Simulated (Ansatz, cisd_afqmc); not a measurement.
System: S, charge -1, doublet.

Total energies in aug-cc-pV(D+d)Z, 7 correlated electrons, 5 frozen orbitals. UHF or UKS for unpaired electrons; spin-orbit terms are left out. Correlated methods leave the cores frozen. No relativity. The Monte Carlo rows (phaseless AFQMC, CISD trial, step 0.005/hartree) carry one-sigma bars that omit the constraint's bias. Outlying blocks are dropped, and bars are widened where a walk drifts. Over all cases where full CI ran beside it in this data, AFQMC minus full CI had a median of +0.1 mEh and passed +0.4 mEh in a tenth of the cases. Full CI freezes restricted core orbitals and the other rows unrestricted ones, which leaves a small offset even where coupled cluster is exact.

```json
[
 {"method": "HF", "program": "Ansatz", "energy (Eh)": "-397.53275", "error against FCI (mEh)": "148.20"},
 {"method": "MP2", "program": "Ansatz", "energy (Eh)": "-397.65696", "error against FCI (mEh)": "24.00"},
 {"method": "CCSD", "program": "Ansatz", "energy (Eh)": "-397.67565", "error against FCI (mEh)": "5.31"},
 {"method": "CCSD(T)", "program": "Ansatz", "energy (Eh)": "-397.67990", "error against FCI (mEh)": "1.06"},
 {"method": "CCSDT(Q)", "program": "Ansatz", "energy (Eh)": "-397.68094", "error against FCI (mEh)": "0.02"},
 {"method": "CCSDTQ", "program": "Ansatz", "energy (Eh)": "-397.68096", "error against FCI (mEh)": "0.00"},
 {"method": "AFQMC/CISD", "program": "cisd_afqmc", "energy (Eh)": "-397.6805 ± 0.0002", "error against FCI (mEh)": "0.4 ± 0.2"},
 {"method": "FCI", "program": "Ansatz", "energy (Eh)": "-397.68096", "error against FCI (mEh)": "0.00"}
]
```

Ansatz is a program for electronic structure.
